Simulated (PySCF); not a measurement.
W(Me)4 (C₄H₁₂W), SMILES [CH3][W]([CH3])([CH3])[CH3] (connectivity only; charge and spin as stated), neutral, multiplicity 3. Atoms are numbered in the order given.

```xyz
17

W      0.0000     0.0000     0.0000
C      1.2160     1.2160    -1.2160
H      1.8745     1.8745    -0.6014
H      0.6014     1.8745    -1.8745
H      1.8745     0.6014    -1.8745
C     -1.2160     1.2160     1.2160
H     -1.8745     0.6014     1.8745
H     -1.8745     1.8745     0.6014
H     -0.6014     1.8745     1.8745
C     -1.2160    -1.2160    -1.2160
H     -1.8745    -1.8745    -0.6014
H     -0.6014    -1.8745    -1.8745
H     -1.8745    -0.6014    -1.8745
C      1.2160    -1.2160     1.2160
H      1.8745    -1.8745     0.6014
H      0.6014    -1.8745     1.8745
H      1.8745    -0.6014     1.8745
```
Charge 0, spin multiplicity 3.

Coordinates come from a PBE-D3(BJ)/def2-SVP optimisation. The multiplicity is an assumed one; other spin states were not compared. The def2 effective core potentials stand for the cores of W; spin–orbit coupling is left out.

These are PBE-D3(BJ)/def2-SVP (PySCF) values and carry that method's errors.

Frequencies are harmonic and unscaled.

Modes within 1.5 cm⁻¹ of each other (mostly degenerate sets) share a row, with their intensities summed.

Computed normal modes with their intensities:
| mode | ν (cm⁻¹) | IR (km/mol) | moving atoms (share of kinetic energy) |
|---|---|---|---|
| 1–2 | 100 | 0.0 | C 63 %, H 37 % |
| 3–5 | 115 | 0.0 | C 54 %, H 33 %, W 13 % |
| 6–9 | 177 | 0.0 | H 100 % |
| 10–12 | 497 | 0.0 | H 86 %, C 14 % |
| 13–15 | 518 | 80.3 | C 66 %, H 26 % |
| 16 | 541 | 0.0 | C 78 %, H 22 % |
| 17–18 | 635 | 0.0 | H 77 %, C 23 % |
| 19–21 | 638 | 104.0 | H 75 %, C 22 % |
| 22–24 | 1149 | 0.0 | H 79 %, C 21 % |
| 25 | 1168 | 0.0 | H 81 %, C 19 % |
| 26–28 | 1338 | 0.0 | H 94 % |
| 29–31 | 1346 | 31.6 | H 95 % |
| 32–33 | 1350 | 0.0 | H 95 % |
| 34–36 | 2897 | 35.8 | H 97 % |
| 37 | 2904 | 0.0 | H 97 % |
| 38–42 | 2991 | 0.0 | H 91 %, C 9 % |
| 43–45 | 2996 | 57.4 | H 91 %, C 9 % |
